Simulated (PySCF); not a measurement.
Structure with atom numbers: `[CH:1]#[C:2][c:3]1[c:4]([O:5][SiH3:6])[cH:7][n:8][n:9]1[CH3:10]` (H(Xn): hydrogen on atom n).

Non-relativistic Hamiltonian, isolated molecule, rapidly exchanging positions averaged, single conformer. PBE0-D3(BJ)/def2-SVP geometry; PBE0/pcSseg-1 with gauge-including orbitals; PySCF.

Chemical shifts δ = σref − σ; 13C (184.41 ppm) and 1H (31.27 ppm) and 29Si (351.99 ppm) vs TMS; 17O (334.56 ppm) against H2O; 15N (265.67 ppm) vs NH3, all at this level.

| atoms | nucleus | count | Hirshfeld charge | δ (ppm) |
| --- | --- | --- | --- | --- |
| N9 | 15N | 1 | 0.05 | 224.1 |
| C1 | 13C | 1 | -0.10 | 98.9 |
| Si6 | 29Si | 1 | 0.40 | -30.4 |
| C7 | 13C | 1 | -0.06 | 125.6 |
| H(C10) | 1H | 3 | 0.06 | 3.76 |
| C4 | 13C | 1 | 0.04 | 154.2 |
| H(Si6) | 1H | 3 | -0.07 | ? |
| N8 | 15N | 1 | -0.14 | ? |
| C10 | 13C | 1 | -0.05 | ? |
| H(C7) | 1H | 1 | 0.06 | 7.00 |
| C3 | 13C | 1 | 0.01 | 116.3 |
| C2 | 13C | 1 | -0.05 | 74.2 |
| H(C1) | 1H | 1 | 0.10 | ? |
| O5 | 17O | 1 | -0.20 | 64.4 |

Question: Complete the table.

Answer: 
- C10: 39.5 ppm, methyl carbon bonded to N; the inductive effect lowers its shielding
- H(Si6): 5.06 ppm, hydrogen on a silicon bonded to O
- H(C1): 3.89 ppm, hydrogen on a terminal alkyne carbon
- N8: 350.7 ppm, pyridine-type nitrogen of an azole

Shifts are as computed. Against solution values, carbons near 30 ppm lie about +2 ppm off and those near 130 ppm about +5 ppm. Of 1309 compounds with measured shifts, 239 miss one by over three times the rms of a fit or turn the order of signals round; such compounds aren't used in these exercises. Experimental scales use liquid or dissolved standards, which lie at an offset from isolated NH3 (liquid NH3: subtract about 20 ppm) and H2O (liquid H2O: subtract about 36 ppm). Unscaled 15N shifts of sp2 nitrogen come out 20 to 40 ppm too high even then.
